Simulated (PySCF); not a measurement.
C5H6S2.
Bonds: C1–S2, S2–C3, C3–C4 (aromatic), C4–C5 (aromatic), C5–C6 (aromatic), C6–S7 (aromatic), C3–S7 (aromatic). Hydrogens: H8, H9, H10 on C1; H11 on C4; H12 on C5; H13 on C6.

Computed, not measured: LC-wPBE/6-31G* geometry optimisation, gas phase (PySCF).

(1) Give the optimised bond lengths and angles.

Results:

(1) 
```
                bond  length (pm)     order
               C1–S2        180.4    single
               S2–C3        175.3    single
               C3–C4        136.4  aromatic
               C4–C5        142.3  aromatic
               C5–C6        136.0  aromatic
               C6–S7        170.7  aromatic
               C3–S7        172.3  aromatic
C1–H8, C1–H9, C1–H10        109.2    single
              C4–H11        108.4    single
              C5–H12        108.4    single
              C6–H13        108.2    single
```

Bonds in one row agree within 1 pm and their mean is given. Orders are formal, as drawn. A selection of angles:
```
    angle  degrees
 S2–C1–H8    110.9
S2–C1–H10    107.0
 H8–C1–H9    109.8
 C1–S2–C3    100.7
 S2–C3–C4    127.2
 S2–C3–S7    121.8
 C4–C3–S7    111.0
 C3–C4–C5    112.8
C3–C4–H11    122.6
C5–C4–H11    124.6
 C4–C5–C6    112.3
C4–C5–H12    124.1
C6–C5–H12    123.6
 C5–C6–S7    112.0
C5–C6–H13    127.6
S7–C6–H13    120.5
 C3–S7–C6     92.0
```

Torsions: C1–S2–C3–C4 -99° (anticlinal). The mirror-image conformer, all signs reversed, is as good.

The C–S distances run from 1.707 Å (C6–S7, aromatic) to 1.804 Å (C1–S2, drawn single), a spread of 0.097 Å. The 3 C–C bonds span 1.360 Å (C5–C6, aromatic) to 1.423 Å (C4–C5, aromatic), a spread of 0.063 Å. The 5-membered ring C3–C4–C5–C6–S7 has internal angles of 92.0° to 112.8°; it is planar, 0.00 Å rms from its mean plane, widest ring torsion 1°.

Point group: C1 (no symmetry element, even within 0.4 Å). Not checked by LC-wPBE/6-31G* frequencies. One conformer, not necessarily the lowest.
